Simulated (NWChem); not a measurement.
System: Si2H5O2Cl; SMILES O[SiH2][Si@@H](O)Cl

NWChem input:

```
start job
memory heap 200 mb stack 900 mb global 1100 mb
geometry units angstroms noautoz
  O      0.975837    -2.365940    -0.061391
  Si    -0.503473    -1.712652     0.352185
  Si    -0.443056     0.515075    -0.371250
  O     -1.489380     1.440177     0.521576
  Cl     1.551739     1.050747     0.020156
  H      1.719030    -1.760391     0.046371
  H     -0.756213    -1.709366     1.827209
  H     -1.554289    -2.523574    -0.322463
  H     -0.622520     0.772900    -1.831447
  H     -1.589467     2.365752     0.275877
end
basis spherical
  O library 6-31g*
  Si library 6-31g*
  Cl library 6-31g*
  H library 6-31g*
end
dft
  xc xcamb88 1.00 lyp 0.81 vwn_5 0.19 hfexch 1.00
  cam 0.33 cam_alpha 0.19 cam_beta 0.46
  iterations 150
  vectors input atomic output neutral.movecs
end
task dft energy
charge 1
dft
  odft
  mult 2
  vectors input atomic output cation.movecs
end
task dft energy
```

Output (shortened):

```
             Northwest Computational Chemistry Package (NWChem) 7.3.0
             --------------------------------------------------------

 C1  symmetry detected

                             Geometry "geometry" -> ""
                             -------------------------

 Output coordinates in angstroms (scale by  1.889725989 to convert to a.u.)

  No.       Tag          Charge          X              Y              Z
 ---- ---------------- ---------- -------------- -------------- --------------
    1 O                    8.0000     0.97230539    -2.18938465    -0.11150116
    2 Si                  14.0000    -0.56370752    -1.60368752     0.17800120
    3 Si                  14.0000    -0.51748093     0.65176347    -0.45491265
    4 O                    8.0000    -1.67956824     1.50459862     0.36360503
    5 Cl                  17.0000     1.40834808     1.23897267     0.14983374
    6 H                    1.0000     1.67818643    -1.56367857     0.09064218
    7 H                    1.0000    -0.95820126    -1.66754263     1.62018056
    8 H                    1.0000    -1.51284033    -2.42244181    -0.62558265
    9 H                    1.0000    -0.56412933     0.96109338    -1.91539041
   10 H                    1.0000    -1.79019179     2.43525910     0.14290615

 Effective nuclear repulsion energy (a.u.)     365.1701972005

                                 NWChem DFT Module
                                 -----------------

 Summary of "ao basis" -> "ao basis" (spherical)
 ------------------------------------------------------------------------------
       Tag                 Description            Shells   Functions and Types
 ---------------- ------------------------------  ------  ---------------------
 O                           6-31g*                  6       14   3s2p1d
 Si                          6-31g*                  8       18   4s3p1d
 Cl                          6-31g*                  8       18   4s3p1d
 H                           6-31g*                  2        2   2s

            General Information
            -------------------
          SCF calculation type: DFT
          Wavefunction type:  closed shell.
          No. of atoms     :    10
          No. of electrons :    66
           Alpha electrons :    33
            Beta electrons :    33
          Charge           :     0
          Spin multiplicity:     1
          Use of symmetry is: off; symmetry adaption is: off
          Maximum number of iterations: 150
          AO basis - number of functions:    92
                     number of shells:    46
          Convergence on energy requested:  1.00D-06
          Convergence on density requested:  1.00D-05
          Convergence on gradient requested:  5.00D-04

              XC Information
              --------------
                     Hartree-Fock (Exact) Exchange  1.000
                   CAM-Becke88 Exchange Functional  1.000
                      VWN V Correlation Functional  0.190 local
              Lee-Yang-Parr Correlation Functional  0.810

           Range-Separation Parameters
           ---------------------------
           Alpha           :  0.19
           Beta            :  0.46
           Gamma           :  0.33
           Short-Range HF  :     F

             Grid Information
             ----------------
          Grid used for XC integration:  medium
          Radial quadrature: Mura-Knowles
          Angular quadrature: Lebedev.
          Tag              B.-S. Rad. Rad. Pts. Rad. Cut. Ang. Pts.
          ---              ---------- --------- --------- ---------
          O                   0.60       49          12.0       434
          Si                  1.10       88          11.0       590
          Cl                  1.00       88          11.0       590
          H                   0.35       45          12.0       434
          Grid pruning is: on
          Number of quadrature shells:   587
          Spatial weights used:  Erf1

      Superposition of Atomic Density Guess
      -------------------------------------

 Sum of atomic energies:       -1189.08506492

      Non-variational initial energy
      ------------------------------

 Total energy =   -1190.508804
 1-e energy   =   -2372.515260
 2-e energy   =     816.836259
 HOMO         =      -0.297434
 LUMO         =       0.002897

   convergence    iter        energy       DeltaE   RMS-Dens  Diis-err
 ---------------- ----- ----------------- --------- --------- ---------
 d= 0,ls=0.0,diis     1  -1192.5552496066 -1.56D+03  1.42D-02  9.83D-01
 d= 0,ls=0.0,diis     2  -1192.5591651355 -3.92D-03  6.78D-03  1.10D+00
 d= 0,ls=0.0,diis     3  -1192.6629336649 -1.04D-01  1.21D-03  2.60D-02
 d= 0,ls=0.0,diis     4  -1192.6652327872 -2.30D-03  4.11D-04  1.41D-03
 d= 0,ls=0.0,diis     5  -1192.6654330525 -2.00D-04  9.19D-05  4.85D-05
  Resetting Diis
 d= 0,ls=0.0,diis     6  -1192.6654413880 -8.34D-06  2.41D-05  2.08D-06
 d= 0,ls=0.0,diis     7  -1192.6654418032 -4.15D-07  7.90D-06  2.38D-07

         Total DFT energy =    -1192.665441803196
      One electron energy =    -2376.275081046061
           Coulomb energy =      907.704005081426
    Exchange-Corr. energy =      -89.264563039088
 Nuclear repulsion energy =      365.170197200527

 Numeric. integr. density =       66.000002376973

                       DFT Final Molecular Orbital Analysis
                       ------------------------------------

 Vector   31  Occ=2.000000D+00  E=-3.894591D-01
              MO Center=  8.4D-01,  1.2D+00,  1.5D-01, r^2= 2.7D+00
   Bfn.  Coefficient  Atom+Function         Bfn.  Coefficient  Atom+Function
  ----- ------------  ---------------      ----- ------------  ---------------
    73      0.427025   5 Cl pz               72      0.389860   5 Cl py
    71     -0.311378   5 Cl px               53     -0.255047   4 O  px
    77      0.229989   5 Cl pz               76      0.211451   5 Cl py
    57     -0.189235   4 O  px               75     -0.175606   5 Cl px
    69     -0.167186   5 Cl pz               68     -0.152707   5 Cl py

 Vector   32  Occ=2.000000D+00  E=-3.791203D-01
              MO Center=  9.5D-02, -1.5D+00,  1.1D-01, r^2= 4.0D+00
   Bfn.  Coefficient  Atom+Function         Bfn.  Coefficient  Atom+Function
  ----- ------------  ---------------      ----- ------------  ---------------
     5      0.428815   1 O  pz                9      0.329490   1 O  pz
    86     -0.257955   7 H  s                88      0.248134   8 H  s
    72     -0.179399   5 Cl py               23     -0.171262   2 Si pz
    73      0.167336   5 Cl pz               85     -0.163415   7 H  s
    22     -0.161873   2 Si py               87      0.160448   8 H  s

 Vector   33  Occ=2.000000D+00  E=-3.371354D-01
              MO Center= -7.1D-02, -4.5D-01, -8.1D-02, r^2= 4.2D+00
   Bfn.  Coefficient  Atom+Function         Bfn.  Coefficient  Atom+Function
  ----- ------------  ---------------      ----- ------------  ---------------
    40     -0.318646   3 Si py               22      0.300353   2 Si py
    72      0.242829   5 Cl py               86     -0.201208   7 H  s
     4     -0.198047   1 O  py               90     -0.194569   9 H  s
     5      0.190664   1 O  pz               38      0.189633   3 Si s
    73     -0.160602   5 Cl pz               76      0.159659   5 Cl py

 Vector   34  Occ=0.000000D+00  E= 1.917750D-02
              MO Center= -6.4D-01, -4.2D-01, -2.0D-01, r^2= 5.5D+00
   Bfn.  Coefficient  Atom+Function         Bfn.  Coefficient  Atom+Function
  ----- ------------  ---------------      ----- ------------  ---------------
    42      0.618845   3 Si s                43      0.597524   3 Si px
    26     -0.530141   2 Si py               24     -0.502463   2 Si s
    25      0.498230   2 Si px               44     -0.499355   3 Si py
    56      0.397790   4 O  s                 6     -0.388306   1 O  s
    74     -0.367135   5 Cl s                39      0.246902   3 Si px

 Vector   35  Occ=0.000000D+00  E= 4.560111D-02
              MO Center= -4.5D-01,  5.0D-01, -1.7D-01, r^2= 5.1D+00
   Bfn.  Coefficient  Atom+Function         Bfn.  Coefficient  Atom+Function
  ----- ------------  ---------------      ----- ------------  ---------------
    44      0.880316   3 Si py               24      0.590332   2 Si s
    56     -0.401581   4 O  s                86     -0.382822   7 H  s
    26      0.377725   2 Si py               45      0.378805   3 Si pz
    74     -0.376285   5 Cl s                75      0.372347   5 Cl px
    88      0.349225   8 H  s                27      0.254824   2 Si pz

 Vector   36  Occ=0.000000D+00  E= 8.808622D-02
              MO Center= -6.0D-01, -6.7D-01, -1.6D-02, r^2= 6.4D+00
   Bfn.  Coefficient  Atom+Function         Bfn.  Coefficient  Atom+Function
  ----- ------------  ---------------      ----- ------------  ---------------
    42      1.732842   3 Si s                26     -1.296021   2 Si py
    24     -1.270206   2 Si s                44     -0.893277   3 Si py
    38      0.494560   3 Si s                25     -0.436854   2 Si px
    56     -0.433100   4 O  s                90     -0.413138   9 H  s
    92      0.410623  10 H  s                27      0.317772   2 Si pz

     Multipole analysis of the density
     ---------------------------------

     L   x y z        total         alpha         beta         nuclear
     -   - - -        -----         -----         ----         -------
     0   0 0 0     -0.000000    -33.000000    -33.000000     66.000000

     1   1 0 0     -0.542768     -0.271384     -0.271384     -0.000000
     1   0 1 0      0.642007      0.321004      0.321004      0.000000
     1   0 0 1     -0.290637     -0.145318     -0.145318      0.000000

     2   2 0 0    -38.258244   -164.816195   -164.816195    291.374146
     2   1 1 0     -2.192618      2.318039      2.318039     -6.828697
     2   1 0 1      1.615512      0.636133      0.636133      0.343246
     2   0 2 0    -38.519690   -273.616781   -273.616781    508.713872
     2   0 1 1     -1.593390      1.850819      1.850819     -5.295028
     2   0 0 2    -39.293067    -40.346740    -40.346740     41.400413

                                 NWChem DFT Module
                                 -----------------

            General Information
            -------------------
          SCF calculation type: DFT
          Wavefunction type:  spin polarized.
          No. of atoms     :    10
          No. of electrons :    65
           Alpha electrons :    33
            Beta electrons :    32
          Charge           :     1
          Spin multiplicity:     2
          Use of symmetry is: off; symmetry adaption is: off
          Maximum number of iterations: 150
          This is a Direct SCF calculation.
          AO basis - number of functions:    92
                     number of shells:    46
          Convergence on energy requested:  1.00D-06
          Convergence on density requested:  1.00D-05
          Convergence on gradient requested:  5.00D-04

              XC Information
              --------------
                     Hartree-Fock (Exact) Exchange  1.000
                   CAM-Becke88 Exchange Functional  1.000
                      VWN V Correlation Functional  0.190 local
              Lee-Yang-Parr Correlation Functional  0.810

           Range-Separation Parameters
           ---------------------------
           Alpha           :  0.19
           Beta            :  0.46
           Gamma           :  0.33
           Short-Range HF  :     F

             Grid Information
             ----------------
          Grid used for XC integration:  medium
          Radial quadrature: Mura-Knowles
          Angular quadrature: Lebedev.
          Tag              B.-S. Rad. Rad. Pts. Rad. Cut. Ang. Pts.
          ---              ---------- --------- --------- ---------
          O                   0.60       49          12.0       434
          Si                  1.10       88          11.0       590
          Cl                  1.00       88          11.0       590
          H                   0.35       45          12.0       434
          Grid pruning is: on
          Number of quadrature shells:   587
          Spatial weights used:  Erf1

      Superposition of Atomic Density Guess
      -------------------------------------

 Sum of atomic energies:       -1189.08506492

 Renormalizing density from      66.00 to     65

      Non-variational initial energy
      ------------------------------

 Total energy =   -1179.126697
 1-e energy   =   -2336.568060
 2-e energy   =     792.271165
 HOMO         =      -0.554694
 LUMO         =      -0.232824

   convergence    iter        energy       DeltaE   RMS-Dens  Diis-err
 ---------------- ----- ----------------- --------- --------- ---------
 d= 0,ls=0.0,diis     1  -1192.0781847205 -1.56D+03  1.03D-02  5.07D-01
                                                     1.11D-02  5.07D-01
 d= 0,ls=0.0,diis     2  -1191.9132835199  1.65D-01  5.97D-03  9.39D-01
                                                     6.87D-03  8.75D-01
 d= 0,ls=0.0,diis     3  -1192.2798577071 -3.67D-01  1.43D-03  3.15D-02
                                                     1.75D-03  3.25D-02
 d= 0,ls=0.0,diis     4  -1192.2909276079 -1.11D-02  5.50D-04  6.64D-03
                                                     6.49D-04  6.18D-03
 d= 0,ls=0.0,diis     5  -1192.2937507294 -2.82D-03  1.28D-04  2.08D-04
                                                     2.13D-04  2.85D-04
  Resetting Diis
 d= 0,ls=0.0,diis     6  -1192.2938962966 -1.46D-04  9.07D-05  6.88D-05
                                                     9.86D-05  5.04D-05
 d= 0,ls=0.0,diis     7  -1192.2939491149 -5.28D-05  3.81D-05  5.58D-06
                                                     7.47D-05  6.46D-06
 d= 0,ls=0.0,diis     8  -1192.2939645808 -1.55D-05  2.01D-05  3.14D-06
                                                     3.26D-05  4.35D-06
 d= 0,ls=0.0,diis     9  -1192.2939699088 -5.33D-06  2.63D-05  1.32D-06
                                                     5.92D-05  1.47D-06
 d= 0,ls=0.0,diis    10  -1192.2939758279 -5.92D-06  1.57D-05  4.74D-07
                                                     3.77D-05  6.43D-07
 d= 0,ls=0.0,diis    11  -1192.2939777138 -1.89D-06  8.11D-06  9.50D-08
                                                     1.57D-05  1.15D-07
 d= 0,ls=0.0,diis    12  -1192.2939780732 -3.59D-07  4.96D-06  2.96D-08
                                                     1.16D-05  3.31D-08
 d= 0,ls=0.0,diis    13  -1192.2939781940 -1.21D-07  1.13D-06  6.98D-09
                                                     2.50D-06  8.76D-09

         Total DFT energy =    -1192.293978193966
      One electron energy =    -2361.870163544490
           Coulomb energy =      893.285213661492
    Exchange-Corr. energy =      -88.879225511495
 Nuclear repulsion energy =      365.170197200527

 Numeric. integr. density =       65.000002595906

                    DFT Final Alpha Molecular Orbital Analysis
                    ------------------------------------------

 Vector   31  Occ=1.000000D+00  E=-5.978718D-01
              MO Center= -5.7D-03,  3.9D-01,  1.9D-01, r^2= 5.1D+00
   Bfn.  Coefficient  Atom+Function         Bfn.  Coefficient  Atom+Function
  ----- ------------  ---------------      ----- ------------  ---------------
    73      0.355965   5 Cl pz               55      0.313446   4 O  pz
    72      0.268782   5 Cl py                5      0.246103   1 O  pz
    59      0.225622   4 O  pz                9      0.188742   1 O  pz
    77      0.175097   5 Cl pz               86     -0.154374   7 H  s
    23     -0.152964   2 Si pz               76      0.147501   5 Cl py

[...]
```

Level: CAM-B3LYP/6-31G* (spherical d), vertical spin-unrestricted ions. The geometry was optimised at PBE0/def2-SVP.
